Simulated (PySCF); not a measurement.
H2Be, charge -1, doublet, at the geometry of the source list (a state made from the parent by changing its charge; the spin is typed, not shown lowest) (in this run its highest filled SCF level lies above zero, so its values depend strongly on the basis, on diffuse functions most of all); DF-PBE0/6-31G* run with PySCF.

The PySCF input:
```python
from pyscf import gto, scf, dft

mol = gto.M(
    atom='''
Be    0.000000    0.000000    0.000000
H     0.533900   -0.708500    0.922600
H    -0.533900    0.708500   -0.922600
''',
    basis='6-31g*',
    charge=-1,
    spin=1,
    verbose=4,
)

mf = dft.UKS(mol)
mf.xc = 'pbe0'
mf = mf.density_fit(auxbasis='def2-universal-jkfit')
mf.kernel()
```

### Question
Write the output that PySCF gives for this input, abridged.

### Answer

```
PySCF version 2.14.0

[INPUT] verbose = 4
[INPUT] num. atoms = 3
[INPUT] num. electrons = 7
[INPUT] charge = -1
[INPUT] spin (= nelec alpha-beta = 2S) = 1
[INPUT] symmetry False subgroup None
[INPUT] Mole.unit = angstrom
[INPUT] Symbol           X                Y                Z      unit          X                Y                Z       unit  Magmom
[INPUT]  1 Be     0.000000000000   0.000000000000   0.000000000000 AA    0.000000000000   0.000000000000   0.000000000000 Bohr   0.0
[INPUT]  2 H      0.533900000000  -0.708500000000   0.922600000000 AA    1.008924777905  -1.338870959254   1.743461322524 Bohr   0.0
[INPUT]  3 H     -0.533900000000   0.708500000000  -0.922600000000 AA   -1.008924777905   1.338870959254  -1.743461322524 Bohr   0.0

nuclear repulsion = 3.51426881040218
number of shells = 10
number of NR pGTOs = 35
number of NR cGTOs = 18
basis = 6-31g*
ecp = {}

******** <class 'pyscf.df.df_jk.DFUKS'> ********
method = DFUKS
initial guess = minao
damping factor = 0
level_shift factor = 0
DIIS = <class 'pyscf.scf.diis.CDIIS'>
diis_start_cycle = 1
diis_space = 8
diis_damp = 0
SCF conv_tol = 1e-09
SCF conv_tol_grad = None
SCF max_cycles = 50
direct_scf = False
number electrons alpha = 4  beta = 3
XC library pyscf.dft.libxc version 7.1.2
    S. Lehtola, C. Steigemann, M. J. T. Oliveira, and M. A. L. Marques,  SoftwareX 7, 1–5 (2018)
XC functionals = pbe0
    C. Adamo and V. Barone,  J. Chem. Phys. 110, 6158 (1999)
    M. Ernzerhof and G. E. Scuseria,  J. Chem. Phys. 110, 5029 (1999)
radial grids:
    Treutler-Ahlrichs [JCP 102, 346 (1995); DOI:10.1063/1.469408] (M4) radial grids

becke partition: Becke, JCP 88, 2547 (1988); DOI:10.1063/1.454033
pruning grids: <function nwchem_prune>
grids dens level: 3
symmetrized grids: False
atomic radii adjust function: <function treutler_atomic_radii_adjust>
small_rho_cutoff = 0
Set gradient conv threshold to 3.16228e-05
tot grids = 33344
******** <class 'pyscf.df.df.DF'> ********
auxbasis = def2-universal-jkfit
init E= -15.6932177161739

cycle= 1 E= -15.7816995723976  delta_E= -0.0885  |g|= 0.147  |ddm|= 1.16
cycle= 2 E= -15.8076616672957  delta_E= -0.026  |g|= 0.0518  |ddm|= 0.492
cycle= 3 E= -15.8107321040106  delta_E= -0.00307  |g|= 0.00362  |ddm|= 0.114
cycle= 4 E= -15.810760688996  delta_E= -2.86e-05  |g|= 0.00108  |ddm|= 0.0143
cycle= 5 E= -15.8107627568882  delta_E= -2.07e-06  |g|= 0.00028  |ddm|= 0.00381
cycle= 6 E= -15.8107628787278  delta_E= -1.22e-07  |g|= 2.84e-05  |ddm|= 0.000945
cycle= 7 E= -15.8107628806797  delta_E= -1.95e-09  |g|= 4.48e-06  |ddm|= 0.000123
cycle= 8 E= -15.8107628807362  delta_E= -5.65e-11  |g|= 8.83e-07  |ddm|= 2.11e-05
Extra cycle  E= -15.8107628807473  delta_E= -1.12e-11  |g|= 7.37e-07  |ddm|= 8.18e-06
converged SCF energy = -15.8107628807473  <S^2> = 0.75542053  2S+1 = 2.0054132
```
